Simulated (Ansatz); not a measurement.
The cluster Mo₃S₇⁻, relaxed as a doublet with UKS r2SCAN-D4/def2-SVP in Ansatz, starting from the GFN2-xTB geometry. Force threshold 0.03 eV/Å.

In the def2 sets Mo takes a core potential; there is no spin–orbit coupling. Another isomer (doublet) lies 0.90 eV lower at PBE0-D4/def2-SVP; other spin states weren't run for this one.

Start:

```xyz
10

Mo    0.043    1.180    0.172
Mo   -1.389   -0.820   -0.642
Mo    1.158   -1.051   -0.450
S     1.004    2.725    1.698
S    -2.771   -1.748    0.721
S    -0.602    1.679    2.360
S     2.230   -2.229    1.006
S    -0.090   -2.034   -2.198
S     2.059    0.932   -1.217
S    -1.644    1.366   -1.450
```

```tsv
step	energy (eV)	largest force component (eV/Å)	SCF passes
1	-81404.6333	1.247	47
2	-81404.9134	0.384	48
3	-81405.0173	0.457	49
4	-81405.0456	0.513	48
5	-81405.0639	0.164	41
6	-81405.0667	0.075	33
7	-81405.0674	0.020	38
```

Force components are those of the run's own axes.

End:

```xyz
10

Mo    0.113    1.195    0.010
Mo   -1.373   -0.799   -0.719
Mo    1.174   -1.030   -0.624
S     0.907    2.743    1.731
S    -2.401   -1.651    0.955
S    -0.517    1.270    2.213
S     1.762   -2.044    1.168
S    -0.162   -2.127   -2.216
S     2.179    1.013   -1.112
S    -1.682    1.429   -1.406
```

By distances, no bond broke or formed. The bond that changes most is Mo1–S9, from 2.46 to 2.36 Å (atoms count from 1).

No frequencies were taken in this run, so the end may be a saddle point.

Hardware: 6 threads of Intel Xeon on a shared host. Wall time 89 s, peak host memory 0.61 GiB.
